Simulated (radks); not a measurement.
Values are calculated unless marked as measured or tabulated.
Fractional charge and spin in the 2s shell of aluminium: the spin-up occupation runs from 0 to 1 and the spin-down occupation from 0 to 1; the fullest corner is Al3+, [He] 2p6 2s(up 1, down 1). Level of theory: scalar-relativistic Kohn-Sham, PBE, spin-polarised, spherical densities, finite nucleus; Fermi nuclear charge, rms radius of each element as measured or else 0.836 A^(1/3) + 0.57 fm (a radial shooting solver on a logarithmic mesh with Libxc functionals). Energy (eV) above the fullest corner. The planes named below are the two flat planes that join the four corners, with an edge along up + down = one added electron.

| down \ up | 0 | 0.5 | 1 |
|---|---|---|---|
| 0 | 351.597 | 250.710 | 158.094 |
| 0.5 | 250.710 | 158.917 | 75.156 |
| 1 | 158.094 | 75.156 | 0.000 |

Corners above the fullest one (they belong to Al4+ and the next ion): (up 1, down 0) 158.09 eV, (up 0, down 1) 158.09 eV, (up 0, down 0) 351.60 eV. With half an added electron in each spin the energy lies 0.823 eV from the planes, and with half an added electron in spin up alone -4.136 eV. The planes are only a guide here: the flat-plane condition holds for ground states with one frontier orbital, while this shell lies below other occupied shells, so the corners above the fullest one are inner-hole states and not the ground states of those ions.
